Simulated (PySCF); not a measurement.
**Electron correlation in Cr²²⁺ (chromium, charge +22)**

1s2, closed-shell 1S. Calculation: PySCF 2.14, in an uncontracted even-tempered set (15 s from 22 bohr⁻², ratio 2.2; 7 p from 34 bohr⁻², ratio 2.4; 4 d from 100 bohr⁻², ratio 2.4; 3 f from 150 bohr⁻², ratio 2.4; 3 g from 230 bohr⁻², ratio 2.4); no relativity, point nucleus. Frozen: nothing; 2 electrons correlated; the 11 highest virtual orbitals of each spin left out.

With two correlated electrons CCSD is exact within the correlated space (frozen core and kept virtual orbitals).

```
level  correlation energy (mhartree)
 CCSD                         -45.58
```

Diagnostics: T1 = 3.9e-06, D1 = 0.0000, largest double amplitude 0.002.

Cost of the coupled-cluster step: about 5 core-seconds, for 2 correlated electrons.
